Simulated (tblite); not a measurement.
Species: C7H6Cl (charge +1).
Bonds: Cl1–C2, C2–C3, C3–C4 (aromatic), C4–C5 (aromatic), C5–C6 (aromatic), C6–C7 (aromatic), C7–C8 (aromatic), C3–C8 (aromatic). Hydrogens: H9 on C2; H10 on C4; H11 on C5; H12 on C6; H13 on C7; H14 on C8.

Computed geometry: GFN2-xTB, gas phase.

**Question.** List the bond lengths, angles and torsions at this level.

**Answer.** 
| bond | length (Å) | order |
| --- | --- | --- |
| Cl1–C2 | 1.646 | single |
| C2–C3 | 1.392 | single |
| C3–C4, C3–C8 | 1.426 | aromatic |
| C4–C5, C7–C8 | 1.372 | aromatic |
| C5–C6, C6–C7 | 1.398 | aromatic |
| C2–H9 | 1.088 | single |
| C4–H10, C8–H14 | 1.079 | single |
| C5–H11, C7–H13 | 1.079 | single |
| C6–H12 | 1.081 | single |

Bonds in one row agree within 0.01 Å and their mean is given. Orders are formal, as drawn. A selection of angles:
| angle | degrees |
| --- | --- |
| Cl1–C2–C3 | 125.8 |
| C2–C3–C4 | 118.7 |
| C2–C3–C8 | 122.7 |
| C4–C3–C8 | 118.7 |
| C3–C4–C5 | 120.2 |
| C4–C5–C6 | 120.0 |
| C5–C6–C7 | 120.8 |

Torsions: Cl1–C2–C3–C4 180° (antiperiplanar).

Of the pairs four or more bonds apart, Cl1···H14 is among the closest relative to their van der Waals radii: 2.74 Å, 93 % of the sum of Bondi's values. C5 (aromatic CH carbon) is planar (angles 120.3°, 120.0° and 119.7°, sum 360.0°, 0.00 Å off the plane of its three neighbours). The 6-membered ring C3–C4–C5–C6–C7–C8 has internal angles of 118.7° to 120.8°; it is planar, 0.00 Å rms from its mean plane, widest ring torsion 0°. The C–C distances run from 1.372 Å (C7–C8, aromatic) to 1.428 Å (C3–C4, aromatic), a spread of 0.056 Å. C4 (aromatic CH carbon) is planar (angles 120.6°, 120.2° and 119.2°, sum 360.0°, 0.00 Å off the plane of its three neighbours). C3 (substituted aromatic carbon) is planar (angles 122.7°, 118.7° and 118.7°, sum 360.0°, 0.00 Å off the plane of its three neighbours). C6 (aromatic CH carbon) is planar (angles 120.8°, 119.6° and 119.5°, sum 360.0°, 0.00 Å off the plane of its three neighbours).

Point group: Cs (tolerance 0.08 Å). Its GFN2-xTB frequencies are all real (lowest 89 cm⁻¹).

One conformer stands for the species.
